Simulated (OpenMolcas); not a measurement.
**Mo+: from CASSCF to CASPT2**

```yaml
Program: OpenMolcas 26.06
Basis: ANO-RCC-VQZP [8s7p5d3f2g1h]
Scalar_Hamiltonian: DKH2, point nucleus
Active_space: 5 electrons in 5 orbitals (4d)
State_averaging: 2S+1 = 6 even, 1 root; 2S+1 = 4 even, 24 roots; 2S+1 = 2 even, 75 roots (67 in the spin-orbit step)
Spin-orbit_coupling: state interaction with AMFI integrals over the reference wave functions, term energies averaged over their components
```

Methods on the same reference wave functions:
A. CASSCF
B. SS-CASPT2, IPEA 0.25 Eh, imaginary shift 0.1 Eh (closed shells correlated: 4s 4p)
C. MS-CASPT2, IPEA 0.25 Eh, imaginary shift 0.1 Eh (closed shells correlated: 4s 4p)

Energies in cm-1 above 4d5 6S 5/2, the measured ground level; measured values from NIST Handbook of Basic Atomic Spectroscopic Data.

| Level | A | B | C | Measured |
| --- | --- | --- | --- | --- |
| 4d5 6S 5/2 | 0.0 | 0.0 | 0.0 | 0.0 |
| 4d5 4G 5/2 | 20713 | 16240 | 16240 | 15199 |
| 4d5 4G 7/2 | 20783 | 16330 | 16330 | 15331 |
| 4d5 4G 11/2 | 20802 | 16360 | 16360 | 15447 |
| 4d5 4G 9/2 | 20825 | 16380 | 16380 | 15428 |
| 4d5 4P 5/2 [62 %] | 23640 | 17720 | 17720 |  |
| 4d5 4P 3/2 [65 %] | 23818 | 17920 | 17920 |  |
| 4d5 4P 1/2 | 24051 | 18270 | 18270 |  |
| 4d5 4D 7/2 | 25622 | 19000 | 19000 |  |
| 4d5 4D 1/2 | 25863 | 19370 | 19370 |  |
| 4d5 4D 3/2 [64 %] | 26040 | 19650 | 19650 |  |
| 4d5 4D 5/2 [63 %] | 26063 | 19680 | 19670 |  |
| 4d5 2I 11/2 | 29594 | 24230 | 24230 |  |
| 4d5 2I 13/2 | 29761 | 24440 | 24440 |  |
| 4d5 2D 5/2(1) [58 %] | 32709 | 25410 | 25370 |  |
| 4d5 2D 3/2(1) [69 %] | 33417 | 25920 | 25900 |  |
| 4d5 4F 9/2 | 34417 | 26720 | 26720 |  |
| 4d5 4F 5/2 | 34615 | 26960 | 26980 |  |
| 4d5 4F 3/2 [69 %] | 35084 | 27460 | 27460 |  |
| 4d5 2F 5/2(1) [51 %] | 35849 | 28550 | 28420 |  |
| 4d5 2H 11/2 | 36732 | 30040 | 30040 |  |
| 4d5 2G 7/2(1) | 37430 | 29630 | 29650 |  |
| 4d5 2F 5/2(2) | 40112 | 31050 | 31190 |  |
| 4d5 2F 7/2(2) | 40168 | 31110 | 31080 |  |

Deviations, from unrounded energies. A percentage is the sum of absolute deviations over the sum of measured energies, with the sign that they share, or ± where signs differ.

```
                        Against measurement  Levels      A     B     C
             mean absolute deviation (cm-1)       4   5400   980   980
other terms of the ground configuration (%)       4  +35.4  +6.4  +6.4
```

B, C lie about equally close to measurement and A furthest from it. The largest miss of C in the table is 4d5 4G 5/2, by +1000 cm-1. The ranking rests on the paired levels alone, and a cruder setting can come out closer through cancelling errors.

Between B and C the level of the table that moves most is 4d5 2F 5/2(2), by 140 cm-1 (lowest in B, highest in C). Moves below CASPT2's spread within the term are not significant.

The two smallest mean deviations differ by little beside CASPT2's spread within terms, so their order carries little weight.

From A to B the spin-free energies of the other terms of 4d5 shown, above 6S, scale by factors of 0.74 to 0.82, as is usual when dynamic correlation screens the repulsion within a d or f shell.

The lowest spin-free term lies below A's lowest term by 0.407 hartree in B, 0.407 hartree in C.

Term energies are means over components that CASPT2 splits; among the terms shown or strongly mixed into the levels shown the widest spread is 1400 cm-1 (4d5 2I, C). Some high roots are left out of the spin-orbit mixing, which shifts the levels that they would mix with. Configurations with an s electron lie low at this charge and mix in, so terms can be misplaced. The CASPT2 spread within a term exceeds the gap to the next term for 4d5 4F and 4d5 2F(1), 4d5 2G(1) and 4d5 2H, so the order of their levels is uncertain, and so are names and mixing where such terms share a J (figures for B; the like holds for C). Without dynamic correlation excited terms often stand tens of per cent too high (terms of higher spin than the ground term too low), and those without a measured partner can miss by more than the paired ones (holds for A). Computed and measured levels are paired by configuration, term and J; levels that our copy of the source lacks, or whose pairing is in doubt (as where it misses far off the trend of its configuration), stay unpaired and out of the deviations. Only configurations of the active space appear. The table leaves out levels that lie high or whose names do not pair safely across all columns.

A share in square brackets marks a mixed level and gives the weight of the term that names it, the lowest over the columns. A number in round brackets counts repeated terms of one configuration in the order of the reference energies.
